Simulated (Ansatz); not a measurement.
Energy needed to pull apart CH5GeN (SMILES [CH2]1[NH][GeH2]1), singlet, into free ground-state atoms, from the structure below (displaced at random from a GFN2-xTB minimum); no zero-point or spin–orbit terms; open-shell atoms are treated unrestricted, in their ground-state multiplicity.

```xyz
8
angstrom
C -0.7816 0.5254 -0.4906
N -0.2309 0.5774 0.8244
Ge 0.5941 -1.1462 -0.4172
H -1.6880 -0.0295 -0.5837
H -0.5498 1.3213 -1.1935
H 0.4823 1.1969 0.8114
H 1.8415 -0.4993 0.2046
H 0.0219 -2.0165 0.7089
```

Computed with Ansatz 0.2.0 (basis: def2-TZVPP); correlated methods freeze the cores. Filled d shells of the heavier atoms are correlated. The def2 sets are not built for correlating such inner shells, so the correlated values are less sure here.

```
      method  atomization energy (eV)
      PBE-D4                    26.32
     BLYP-D4                    25.91
   r2SCAN-D4                    25.66
     PBE0-D4                    25.51
CAM-B3LYP-D4                        ?
     wB97M-V                    25.47
          HF                    16.52
         MP2                    25.04
        CCSD                        ?
     CCSD(T)                    24.93
```

Task: What does CCSD give? (To be estimated.)

Result: The calculation gives: 24.33 eV, which is about 0.60 eV less than CCSD(T)/def2-TZVPP.

Task: What does CAM-B3LYP-D4 give? (Judge from chemistry; the value comes from the calculation.)

Result: The calculation gives: 25.54 eV, which is about 0.61 eV more than CCSD(T)/def2-TZVPP.

In triple zeta the MP2 and coupled-cluster atomization energies are still short of their basis limit by a few kcal/mol a bond, whereas those of the functionals are nearly converged, so these differences are not deviations from converged CCSD(T).

The T1 diagnostic stays at or below 0.018. The restricted Hartree–Fock reference is unstable towards an unrestricted one here.

For scale, one of the runs: CCSD(T)/def2-TZVPP forces, 180 basis functions (an equivalent command: `ansatz run in.yaml --threads 4`). Time: 2.1 min of wall clock on 4 CPU threads; the host was shared. Peak host memory: 3.3 GiB.
